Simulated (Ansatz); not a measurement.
Wavefunction ladder for C2H7F2NSi2 (`C=C[SiH](F)N[SiH2]F`)

```xyz
14

C     0.759   -1.937    1.280
C    -0.034   -1.443    0.332
Si    0.606   -0.421   -1.064
F     2.184   -0.256   -0.843
N    -0.185    1.103   -1.081
Si   -0.942    1.928    0.214
F    -2.470    1.477    0.384
H     0.374   -2.538    2.100
H     1.830   -1.756    1.276
H    -1.101   -1.653    0.384
H     0.445   -1.038   -2.401
H    -0.238    1.560   -1.981
H    -0.265    1.597    1.484
H    -0.963    3.377   -0.084
```

Charge 0, multiplicity 1. The structure was optimised at the PBE0-D4/def2-TZVP level. It is one conformer, not always the lowest. Frozen core, restricted reference, Ansatz. CBS rows extrapolate triple and quadruple zeta; past MP2 they add the triple-zeta difference.

```tsv
basis	HF (Eh)	MP2 corr.
def2-TZVPP	-911.36983	-1.26576
def2-QZVPP	-911.40463	-1.36949
```

Problem. Estimate the CCSD correlation energy and the (T) correction in each basis where they were run (hartree).

Solution. 
```tsv
basis	CCSD corr.	(T)
def2-TZVPP	-1.31244	-0.04751
CBS(def2)	-1.49301	as TZ
```
